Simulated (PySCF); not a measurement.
CH5Si, charge -1, singlet, at a GFN2-xTB geometry. Base run: M062X/def2-SVP (PySCF).

The PySCF input:
```python
from pyscf import gto, scf, dft, solvent

mol = gto.Mole()
mol.atom = '''
    C    -0.01988719   -0.09948217   -1.26656962
    Si    0.00791311    0.00755088    0.53010163
    H    -0.91126202    0.34846772   -1.73680870
    H     0.86775006    0.32705096   -1.76305989
    H     0.03655798    1.22911263    1.47473221
    H    -1.18943448   -0.69231292    1.11923128
    H     1.20492807   -0.72113763    1.08389994
'''
mol.basis = 'def2-svp'
mol.charge = -1
mol.verbose = 4
mol.build()

mf = dft.RKS(mol)
mf.xc = 'm062x'
mf.kernel()
```

The base run was repeated with changes; each row names its change, and settings that it needs were set with it.

```tsv
change	ΔE vs base (kJ/mol)	HOMO-LUMO gap (eV)
base	0.00	7.65
model = C-PCM; solvent = 2-propanol	-238.1	8.04
model = IEF-PCM; solvent = chloroform	-196.3	7.94
model = IEF-PCM; solvent = 2-propanol; r_probe = 0.5	-205.2	7.79
model = IEF-PCM; solvent = 2-propanol; vdw_scale = 1.0	-252.6	8.39
model = SS(V)PE; solvent = 2-propanol	-226.0	8.03
model = COSMO; solvent = 2-propanol	-232.0	8.03
model = IEF-PCM; solvent = tetrahydrofuran	-216.2	7.98
model = IEF-PCM; solvent = n-hexane	-115.6	7.80
model = IEF-PCM; solvent = acetonitrile	-244.0	8.05
model = IEF-PCM; solvent = 2-propanol; vdw_scale = 1.1	-247.2	8.19
model = IEF-PCM; solvent = 2-propanol	-237.8	8.03
```

The base is the gas phase, so ΔE is the electrostatic part of solvation at a fixed geometry, without cavity and dispersion terms.

The gas-phase anion may not be bound at this level, which the solvent then changes.
